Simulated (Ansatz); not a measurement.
Consider the ligand exchange at the Si–C bond: `F[SiH2]C[SiH3]` + `[SiH3][NH][GeH3]` → `[SiH3][N]([SiH3])[GeH3]` + `C[SiH2]F`.

Gas-phase electronic energies from Ansatz, PBE0-D4/def2-TZVP geometries. CCSD(T)/CBS is the MP2 limit (def2-TZVPP, def2-QZVPP) plus CCSD(T) − MP2 in def2-TZVPP, frozen cores. For Ge outer-core shells are correlated without core-valence functions, which leaves a few kJ/mol of doubt a bond. Scalar relativity is left out up to krypton. Each species was taken in one conformer, which may not be the lowest.

`F[SiH2]C[SiH3]`:

```xyz
11

F    -1.363   -1.880   -0.143
Si   -0.392   -1.058   -1.119
C    -0.114    0.636   -0.420
Si    0.481    0.682    1.360
H     0.887   -1.805   -1.211
H    -1.050   -1.010   -2.449
H     0.638    1.130   -1.048
H    -1.035    1.222   -0.504
H    -0.581    0.196    2.275
H     1.682   -0.183    1.514
H     0.848    2.070    1.747
```

`[SiH3][NH][GeH3]`:

Cartesian coordinates in Å:
```
Si 1.313 -0.810 -0.356
N 0.032 -0.229 0.631
Ge -1.354 0.871 0.132
H 0.825 -0.812 -1.759
H 1.697 -2.189 0.053
H 2.552 0.022 -0.303
H 0.139 -0.334 1.629
H -1.571 0.651 -1.371
H -1.031 2.354 0.404
H -2.602 0.476 0.940
```

`[SiH3][N]([SiH3])[GeH3]`:

Z-matrix (Å, degrees):
```
Si
N 1 1.728
H 1 1.490 2 112.2
H 1 1.486 2 108.7 3 120.3
H 1 1.489 2 110.2 3 -119.4
Si 2 1.728 1 124.1 3 -105.9
Ge 2 1.858 1 118.0 3 70.0
H 6 1.485 2 109.8 1 -28.4
H 6 1.490 2 112.6 1 92.6
H 6 1.489 2 108.7 1 -148.5
H 7 1.537 2 108.4 1 -137.7
H 7 1.537 2 109.6 1 102.0
H 7 1.537 2 107.2 1 -18.0
```

`C[SiH2]F`:

Z-matrix (Å, degrees):
```
C
Si 1 1.853
H 1 1.094 2 110.1
H 1 1.092 2 111.0 3 -119.6
H 1 1.092 2 111.1 3 119.7
F 2 1.604 1 109.4 3 179.8
H 2 1.485 1 111.5 3 61.3
H 2 1.485 1 111.5 3 -61.7
```

```json
{"species": "`F[SiH2]C[SiH3]`", "HF/def2-TZVPP energy (Eh)": "-719.40735"}
{"species": "`[SiH3][NH][GeH3]`", "HF/def2-TZVPP energy (Eh)": "-2422.88643"}
{"species": "`[SiH3][N]([SiH3])[GeH3]`", "HF/def2-TZVPP energy (Eh)": "-2713.01719"}
{"species": "`C[SiH2]F`", "HF/def2-TZVPP energy (Eh)": "-429.29895"}
```

(1) Work out ΔE.

Largest T1 diagnostic among the species: 0.012.

Answers

(1) ΔE = (-2713.01719) + (-429.29895) − (-719.40735) − (-2422.88643) = -0.02236 Eh = -58.7 kJ/mol. CCSD(T)/CBS gives -59.1 kJ/mol.

The D4 term adds −5.9 kJ/mol with B3LYP and −3.2 kJ/mol with PBE0; it sums over pairs of atoms, weighted by their polarisabilities, and B3LYP, whose exchange is more repulsive, gets the larger term.

B3LYP here is the variant with VWN-RPA as its local correlation; programs differ in this.
